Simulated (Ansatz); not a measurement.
Basis-set series for CH$_{6}$AlNOS, SMILES `N[CH2][Al]([OH])[SH]`. The species carries charge 0 and has multiplicity 1. The geometry is a stationary point of PBE0-D4/def2-TZVP. It is one conformer, not always the lowest.

```
functional       basis  functions  energy (Eh)  HOMO (eV)  LUMO (eV)
   PBE0-D4  def2-TZVPP        261   -812.06792      -6.38      -0.27
   PBE0-D4  def2-QZVPP        491   -812.09811      -6.43      -0.55
   ωB97M-V  def2-TZVPP        261   -812.40327      -8.65       1.24
   ωB97M-V  def2-QZVPP        491   -812.43227      -8.70       0.72
```

Task: Give the rows for def2-SVP. (Best estimate.)

Result: Computed: 
```csv
functional,basis,functions,energy (Eh),HOMO (eV),LUMO (eV)
PBE0-D4,def2-SVP,108,-811.63409,-6.14,-0.02
ωB97M-V,def2-SVP,108,-811.96381,-8.40,1.57
```

Positive LUMOs are unbound and depend on the basis.
